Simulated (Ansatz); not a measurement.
```yaml
crystal:
  periodic: [false, false, false]
  atoms:
    - {symbol: C, position_ang: [-1.648476, -2.393732, 0.867942]}
    - {symbol: N, position_ang: [-0.370798, 0.437972, 1.317423]}
    - {symbol: C, position_ang: [1.241366, 1.750660, -0.733800]}
    - {symbol: N, position_ang: [2.331134, 0.481608, -3.009959]}
    - {symbol: Br, position_ang: [2.274970, 5.613680, 0.421442]}
    - {symbol: H, position_ang: [-3.088957, -2.414762, -1.089591]}
    - {symbol: H, position_ang: [0.090292, -3.966710, 0.454006]}
    - {symbol: H, position_ang: [-2.876268, -2.984350, 2.818046]}
    - {symbol: H, position_ang: [-1.236320, 1.809154, 2.918495]}
    - {symbol: H, position_ang: [3.770950, 1.646075, -4.166904]}
basis:
  gaussian: {orbitals: x2c-TZVPPall}
hamiltonian: {xc: {name: wPBEh}}
scf: {lower_state_search: off}
```

```sh
$ ansatz run in.yaml --threads 4 --pin off --events-out ev --progress --plain --max-ram 10444MiB
```

It prints (some lines left out):

```
Functional definition: wPBEh
1379 factors; their error is unknown
124 factors; integrals over basis functions are off by at most 3.8e-6 eV
mean field evaluation 1: about -75920.5395 eV, gradient 1.4e2 eV
mean field evaluation 2: about -75131.6145 eV, gradient 2.9e2 eV
mean field evaluation 4: about -75566.1853 eV, gradient 2.8e2 eV
mean field evaluation 8: about -75996.7275 eV, gradient 8.9e0 eV
mean field evaluation 16: about -75998.4711 eV, gradient 2.5e-1 eV
mean field evaluation 32: about -75998.7407 eV, gradient 2.6e-6 eV
mean field -75998.74068212 eV, -2792.9022062711 hartree, gradient 5.5e-6 eV, S^2 0.000000; 0 other end points of the search recorded, 0 dependent functions left out
reference -75998.74074846 eV, -2792.9022087094 hartree; 33, 33 occupied and 209, 209 virtual orbitals, 1379 factors
Total energy: -75998.74074846 eV, -2792.9022087094 hartree
Relativity: scalar
Checks for a lower state left out: stability, starts, cluster_reference, orbital_swaps, neighbouring_geometries, increment
```

In this input the geometry is stretched to more than twice its size. The run converged. The result belongs to that input, not to the molecule as meant.
